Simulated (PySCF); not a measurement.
Structure with atom numbers: `[CH3:1]/[C:2]([F:3])=[CH:4]\[SiH3:5]`; H(Xn) means a hydrogen on atom n.

Geometry: PBE0-D3(BJ)/def2-SVP; GIAO shifts from PySCF 2.14, gas phase, non-relativistic, averaged over equivalent atoms.

At BLYP/pcSseg-2 (285 basis functions, 44 s wall time on 1 thread of an Intel Xeon Platinum 8488C, shared host):
```
 atoms  δ (ppm)
    C2    185.0
    C4     90.5
    C1     19.9
    F3    -60.3
   Si5    -87.7
 H(C4)     4.66
H(Si5)     4.21
 H(C1)     1.98
```

Scale: TMS for ¹³C (σref 175.01), ²⁹Si (σref 309.66), ¹H (σref 31.38); ¹⁹F (σref 143.13) vs CFCl3 (reference shieldings calculated alike).

Estimate the result of repeating the calculation with HF/pcSseg-2.

Answers


```csv
atoms,δ at HF/pcSseg-2,change
C2,182.7,-2.3
C4,91.3,+0.8
C1,18.7,-1.2
F3,-40.7,+19.6
Si5,-70.4,+17.3
H(C4),4.70,+0.04
H(Si5),3.98,-0.23
H(C1),1.95,-0.03
```

References, each an isolated molecule treated in the same way: TMS for ¹³C (191.47 ppm) and ²⁹Si (382.96 ppm) and ¹H (31.68 ppm); ¹⁹F (245.28 ppm) vs CFCl3.

The largest change is at F3 (vinylic fluorine). Cost: 285 basis functions, 18 s wall time on 1 thread of an Intel Xeon Platinum 8488C, shared host. The order of the carbon signals is the same at both levels.

Unscaled 19F shifts against computed CFCl3 carry errors that often reach 10 to 50 ppm.
